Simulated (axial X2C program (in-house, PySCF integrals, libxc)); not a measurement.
# Which molecule has these constants?

Calculated with an axial X2C code built on PySCF integrals, spin-free (one-electron X2C) or two-component (2c: spin–orbit coupling with atomic mean-field Coulomb and Gaunt terms, which also bring small scalar terms), in Dyall basis sets with cores contracted in-house; open shells are unrestricted.

A two-component CCSD(T) calculation in a Dyall 3-zeta basis gave Re = 1.970 Å, ωe = 663.2 cm⁻¹, De = 4.94 eV, Ω = 0.

**Question.** Which molecule is it?
A. SiCl⁺
B. GeCl⁺
C. SnCl⁺
D. CCl⁺

**Answer.** A. The others have CCl⁺ 1.549 Å and 1173.0 cm⁻¹ (Ω = 0); SnCl⁺ 2.282 Å and 422.6 cm⁻¹ (Ω = 0); GeCl⁺ 2.073 Å and 497.9 cm⁻¹ (Ω = 0).

Frozen shells (counts by l): SiCl⁺ Cl 2s1p, Si 2s1p, 10 electrons correlated; CCl⁺ Cl 2s1p, C 1s, 10 electrons correlated; SnCl⁺ Sn 4s3p2d, Cl 2s1p, 10 electrons correlated; GeCl⁺ Ge 3s2p1d, Cl 2s1p, 10 electrons correlated. Coupled cluster in natural virtuals with an MP2 remainder. Where the outer core of a metal is frozen, bonds come out longer and ionisation energies lower.

Each entry is the lowest single determinant of a limited PBE0 search at one distance. De goes to single-determinant-based atoms at the same level (for ions the charge split of lowest energy) and is withheld (n/a) where an atom does not fit its ground term or J level. Main or longest-lived isotopes. One determinant is a doubtful description, or other states lie close, for CCl⁺; these need not be ground states, and all values refer to the states named.
